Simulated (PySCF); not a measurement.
# How methods differ on the excitation energy of Si

Si [Ne] 3s2 3p2 (3P) → Si [Ne] 3s2 3p1 3d1 (high-spin determinant), as a difference of total energies. Computed with PySCF 2.14 in dyall-acv3z (19s12p6d4f, 113 functions), with the non-relativistic Hamiltonian (point nucleus). Correlated levels: valence: [Ne] frozen; valence and next inner shell: 1s2 frozen; virtual orbitals above 40 to 60 times the deepest correlated orbital energy dropped. The calculations carry no spin-orbit coupling.

```json
{"method": "UHF", "excitation energy (cm⁻¹)": "53863"}
{"method": "LDA", "excitation energy (cm⁻¹)": "50410"}
{"method": "PBE", "excitation energy (cm⁻¹)": "49834"}
{"method": "PBE0", "excitation energy (cm⁻¹)": "51612"}
{"method": "r2SCAN", "excitation energy (cm⁻¹)": "52728"}
{"method": "wB97X-V", "excitation energy (cm⁻¹)": "54202"}
{"method": "revPBE", "excitation energy (cm⁻¹)": "49640"}
{"method": "BHandHLYP", "excitation energy (cm⁻¹)": "52344"}
{"method": "MP2 (valence)", "excitation energy (cm⁻¹)": "54274"}
{"method": "SCS-MP2 (valence)", "excitation energy (cm⁻¹)": "54034"}
{"method": "MP2 (valence and next inner shell)", "excitation energy (cm⁻¹)": "54265"}
{"method": "SCS-MP2 (valence and next inner shell)", "excitation energy (cm⁻¹)": "54044"}
```

The promoted electron is Rydberg-like, and one or two diffuse shells describe it only roughly, which tends to raise the upper state.

The determinant of the upper state mixes LS terms, which raises its energy above the lowest term, most at the Hartree-Fock and MP2 levels.
